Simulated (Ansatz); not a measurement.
Correlation energies of C$_{3}$H$_{8}$ClFOSi, SMILES `CCO[Si](C)(F)Cl` by basis set

| atom | x (Å) | y (Å) | z (Å) |
| --- | --- | --- | --- |
| C1 | -0.439 | -0.805 | 2.236 |
| C2 | 0.399 | -1.150 | 1.031 |
| O3 | 0.549 | -0.008 | 0.195 |
| Si4 | 0.027 | 0.162 | -1.323 |
| C5 | 0.260 | 1.897 | -1.873 |
| F6 | 0.814 | -0.833 | -2.286 |
| Cl7 | -1.936 | -0.424 | -1.456 |
| H8 | -1.447 | -0.515 | 1.935 |
| H9 | 0.010 | 0.023 | 2.789 |
| H10 | -0.512 | -1.667 | 2.904 |
| H11 | -0.056 | -1.976 | 0.473 |
| H12 | 1.402 | -1.467 | 1.330 |
| H13 | -0.320 | 2.575 | -1.245 |
| H14 | 1.314 | 2.173 | -1.802 |
| H15 | -0.064 | 2.017 | -2.908 |

Charge 0, multiplicity 1. The structure was optimised at the PBE0-D4/def2-TZVP level. It is one conformer, not always the lowest. Frozen core, restricted reference, Ansatz 0.2.0. CBS rows extrapolate triple and quadruple zeta; past MP2 they add the triple-zeta difference.

```csv
basis,HF (Eh),MP2 corr.,CCSD corr.,(T),CCSD(T) total
def2-TZVPP,?,-1.31227,?,?,?
def2-QZVPP,-1041.38141,-1.41866,–,–,–
CBS(def2),-1041.38642,?,-1.55487,as TZ,?
```

Task: Fill in the withheld values. (An estimate is asked.)

Result: The calculation gave: def2-TZVPP HF (Eh): -1041.34510; def2-TZVPP CCSD corr.: -1.36966; def2-TZVPP (T): -0.05069; def2-TZVPP CCSD(T) total: -1042.76545; CBS(def2) MP2 corr.: -1.49748; CBS(def2) CCSD(T) total: -1042.99198.
